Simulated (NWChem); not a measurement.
## Atomisation of H₄AlFN₂

```xyz
8

Al     0.0000     0.0000     0.0243
F      0.0000     0.0000     1.7053
N      1.5669     0.0000    -0.8114
H      1.7098     0.0000    -1.8221
H      2.4676     0.0000    -0.3299
N     -1.5669     0.0000    -0.8114
H     -1.7098     0.0000    -1.8221
H     -2.4676     0.0000    -0.3299
```
Charge 0, spin multiplicity 1.

The numbers come from NWChem runs, not from measurements. The geometry was optimised at PBE/def2-SVP, a minimum by its harmonic frequencies. It is one conformer; others weren't searched.

Basis set: def2-TZVP. The atomisation energy is electronic alone: no zero-point, thermal, spin-orbit or counterpoise terms. No value is extrapolated to the basis-set limit. Free atoms are single determinants with multiplicities Al 2, F 2, N 4, H 2.

B3LYP has NWChem's definition, with VWN1-RPA local correlation. The structure started from a generated list of species. The stability of the SCF solutions was not checked. Open-shell Hartree-Fock references start from PBE0 orbitals.

### Question
Order these methods by the atomisation energy they give, lowest first: HF, PBE0, B3LYP, BP86.

### Answer
HF (476.1 kcal/mol), PBE0 (682.8 kcal/mol), B3LYP (690.5 kcal/mol), BP86 (711.0 kcal/mol)
